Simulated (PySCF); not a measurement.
## Energy of W⁻ (tungsten, charge -1) between two integer charges

The 5d alpha orbital of [Xe] 4f14 5d5 6s2 is emptied in steps (occupation f), with all orbitals relaxed, ending at [Xe] 4f14 5d4 6s2. All numbers are calculated (PySCF 2.14, a scalar-relativistic core potential, in aug-cc-pVDZ-PP with ECP60MDF (5s5p4d2f, 54 functions)). The exact energy is a straight line in f; departures are measured from the line between the end points of the same method.

```tsv
f	LDA (eV)	PBE (eV)
1	0.000	0.000
0.9	-0.288	-0.257
0.7	-0.695	-0.610
0.5	-0.854	-0.723
0.3	-0.736	-0.602
0.1	-0.323	-0.251
0	0.000	0.000
```

Question: For LDA, how does the orbital energy at f = 1 compare with the removal energy?

Answer: −ε = -1.268 eV against a total-energy difference of 1.872 eV. By Janak's theorem ε = ∂E/∂f, so the gap between them reflects the curvature. Along the path −ε is -0.738 (f = 0.9), 0.434 (f = 0.7), 1.750 (f = 0.5), 3.184 (f = 0.3), 4.709 (f = 0.1) eV.

```csv
method,E(f=0) − E(f=1) (eV),−ε at f=1 (eV),−ε at f=0.5 (eV)
LDA,1.872,-1.268,1.750
PBE,1.516,-1.308,1.584
```

At f = 1 the orbital energy is positive for LDA, PBE: only the finite basis holds the electron.

Reference removal energy between the ground levels: 0.817 eV (measured; photodetachment measurements, as compiled on the Wikipedia data page of electron affinities). The calculation has no spin-orbit coupling. The determinant left behind need not be the lowest term of the ion.
